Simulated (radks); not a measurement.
Results of a calculation; reference values are marked as such.
Numerical settings for neutral rhodium, [Kr] 4d8 5s1. Level of theory: Dirac Kohn-Sham, PBE, spin-unpolarised, spherical densities, point nucleus; open shells fill j = l - 1/2 first (a radial shooting solver on a logarithmic mesh with Libxc functionals). The defaults (mesh step 0.008 in ln r, mesh end at 40 bohr or more with all orbitals vanishing there, Anderson mixing 0.5 over 9 steps, residual threshold near 1e-9 with the energy settled to 1e-9 hartree or 1e-11 of itself, here a cap of 90 iterations) give E = -4785.0378 hartree and 5s1/2 at -4.295 eV in 15 iterations. Run on one thread of a shared host, so times are rough (Arm Neoverse V2): 0.13 s of CPU time, 0.13 s wall, 15 iterations on 2725 mesh points. One setting is changed at a time: mesh step in ln r 0.003; mesh step in ln r 0.12; mesh step in ln r 0.02; mesh end (bohr) 3; mesh end (bohr) 1; residual threshold 1e-13; residual threshold 0.01; mixing 1.5; linear mixing, mixing 0.8; linear mixing, mixing 1; mixing history 2; iteration cap 3. Which runs fail to converge, and which converge to a wrong energy?

Answer. Not converged within the cap: mesh step in ln r 0.12; linear mixing, mixing 0.8; linear mixing, mixing 1; iteration cap 3. Settled on a wrong energy, with an occupied level pushed above zero by the early mesh end: mesh end (bohr) 3 (+1.63 hartree); mesh end (bohr) 1 (+216 hartree). Apart from these: no run marked as converged misses the energy by more than 1 mhartree.
